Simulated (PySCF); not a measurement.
Correlation energy of Tc+ (technetium, charge +1)

Starting occupation: [Kr] 4d5 5s1, 4d3/2 with m_j = -3/2, -1/2, +1/2, +3/2, 4d5/2 with m_j = +5/2, 5s1/2 with m_j = +1/2. All numbers are calculated (PySCF 2.14, X2C-1e with screened-nucleus spin-orbit coupling, Gaussian nucleus, in x2c-TZVPall-2c with one added diffuse shell each of s, p, d type (9s10p8d1f, 86 functions)). Frozen: [Ar] 3d10; 14 electrons correlated; the 6 highest virtual spinors left out.

MP2 pair energies summed by pair of shells (mhartree):

| pair | energy | share (%) |
| --- | --- | --- |
| 4d-4p | -117.70 | 39.1 |
| 4p-4p | -65.99 | 21.9 |
| 4d-4d | -47.19 | 15.7 |
| 4p-4s | -23.56 | 7.8 |
| 4d-5s | -15.83 | 5.3 |
| 4p-5s | -13.79 | 4.6 |
| 4d-4s | -12.11 | 4.0 |
| 4s-4s | -3.87 | 1.3 |
| 4s-5s | -0.88 | 0.3 |

Total MP2 correlation energy: -300.91 mhartree.

The GHF reference relaxed away from the jj start to a determinant that is no pure jj level (⟨S²⟩ = 11.99, ⟨J²⟩ = 12.00); the energies belong to that determinant.

This basis was not built for core-valence correlation, so the inner-shell part is incomplete.
